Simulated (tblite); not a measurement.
Compound: C6H15NOSi.
Numbering: `[NH2:1][SiH2:2][CH2:3][O:4][CH:5]1[CH2:6][CH2:7][CH2:8][CH2:9]1` (hydrogens: H10, H11 on N1; H12, H13 on Si2; H14, H15 on C3; H16 on C5; H17, H18 on C6; H19, H20 on C7; H21, H22 on C8; H23, H24 on C9)

Geometry (GFN2-xTB, Å), atoms numbered from 1 in this order:
```
atom  x, y, z in Å
N1     3.235    0.679   -0.930
Si2    3.254   -0.492    0.329
C3     1.557   -0.300    1.168
O4     0.600   -0.567    0.162
C5    -0.746   -0.449    0.573
C6    -1.247    1.014    0.592
C7    -2.105    1.158   -0.663
C8    -2.763   -0.212   -0.792
C9    -1.627   -1.176   -0.460
H10    2.369    0.794   -1.435
H11    4.016    0.744   -1.562
H12    3.408   -1.897   -0.078
H13    4.329   -0.106    1.247
H14    1.419    0.707    1.580
H15    1.429   -1.004    2.002
H16   -0.848   -0.900    1.573
H17   -1.850    1.189    1.484
H18   -0.409    1.711    0.601
H19   -2.826    1.971   -0.582
H20   -1.468    1.342   -1.529
H21   -3.565   -0.308   -0.058
H22   -3.180   -0.388   -1.783
H23   -1.983   -2.135   -0.091
H24   -1.008   -1.355   -1.340
```

Computed values, GFN2-xTB/tblite, gas phase, harmonic and unscaled. This tight-binding method is rough: wavenumbers can miss measured ones by several per cent, in bad cases by 10 to 20. Modes of hydrogen on silicon can be 10 to 20 % off. One conformer, not necessarily the lowest.

Harmonic wavenumbers (cm⁻¹): 27.4, 36.9, 49.6, 102.1, 134.8, 206.7, 237.6, 256.0, 282.7, 380.4, 436.6, 517.5, 547.9, 562.7, 575.4, 631.2, 691.4, 757.3, 783.7, 812.4, 831.8, 844.0, 859.1, 890.1, 917.8, 960.1, 980.2, 990.3, 1021.6, 1051.1, 1080.4, 1097.6, 1119.1, 1164.2, 1178.7, 1202.2, 1212.3, 1221.8, 1274.2, 1288.7, 1292.5, 1306.9, 1320.0, 1322.7, 1345.7, 1473.0, 1477.8, 1485.9, 1500.2, 1501.6, 1507.1, 2186.9, 2239.8, 2841.8, 2855.5, 2897.4, 2972.9, 2978.3, 2991.3, 2999.3, 3003.2, 3007.2, 3009.7, 3013.9, 3462.3, 3502.2.

A = 3068, B = 613.0, C = 590.2 MHz; mass 145.092 u (most abundant isotopes); point group C1, symmetry number 1.

What is the zero-point energy?

½Σν̃ = 44355 cm⁻¹ = 530.61 kJ/mol.

Give the ideal-gas entropy at 298.15 K and 1 bar in the rigid-rotor, harmonic-oscillator model (classical rotation).

Translation 170.93, rotation 125.73, vibration 154.85: S = 451.5 J/(mol K).

And Cp and H(298.15 K) − H(0)?

Cp = 184.61 J/(mol K), of which vibrations give 151.35 (their classical limit is 66 R = 548.8); H(298.15 K) − H(0) = 32.46 kJ/mol without the zero-point energy, 22.55 from vibrations.

What must be added to the electronic energy to get the Gibbs energy at 298.15 K and 1 bar?

ZPE + [H(298.15 K) − H(0)] − T·S = 530.61 + 32.46 − 134.62 = 428.45 kJ/mol.

Which modes carry the vibrational entropy at 298.15 K?

27.4 cm⁻¹: 25.14; 36.9 cm⁻¹: 22.67; 49.6 cm⁻¹: 20.22; 102.1 cm⁻¹: 14.28; 134.8 cm⁻¹: 12.03; 206.7 cm⁻¹: 8.67 J/(mol K); the other 60 give 51.82 together.

Hindered rotation and anharmonicity are outside this model. Other conformers, if any are populated, would add a mixing term that is left out. The structure is chiral; the term R ln 2 for an equal mix with its mirror image is left out.

On an Arm Neoverse N1 with one thread, no GPU, shared host with 64 logical CPUs at a one-minute load of 60, this took 1.9 s. This covers the Hessian and the dipole derivatives.
